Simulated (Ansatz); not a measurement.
System: CH3Si (charge +1, singlet). 
Structure (B3LYP-D3(BJ)/def2-TZVP (Ansatz, a first-principles code) minimum search):
```
C
H 1 1.0925
H 1 1.0925 2 112.93
Si 1 1.7324 2 120.40 3 -152.26
H 4 1.4832 1 123.13 2 -104.90
```
Charge +1, spin multiplicity 1.

Basis-set convergence of Hartree-Fock and CCSD(T) correlation energies (hartree) with Ansatz. Correlated levels leave the core frozen unless marked. No spin-orbit coupling. Non-relativistic.

The Hartree-Fock reference is unstable (checked in the largest basis), which strains HF and MP2. The T1 diagnostic of CCSD in the largest basis is 0.035, which is high, so the coupled-cluster rows are less sure than usual.

| basis | functions | E(HF) | E(corr, CCSD(T)) | rough core time |
|---|---|---|---|---|
| def2-SVP | 47 | -328.02785 | -0.25652 | under 20 s |
| def2-TZVPP | 115 | -328.17448 | -0.30080 | under 20 s |
| def2-QZVPP | 217 | -328.18497 | -0.31435 | 30 s |

Extrapolating the two largest sets (X = 3 and 4) as X^-3: E(corr) = (64·(-0.31435) - 27·(-0.30080))/37 = -0.3242 Eh, an estimate of the basis-set limit. The largest set recovers 97.0 % of it, the smallest 79.1 %.
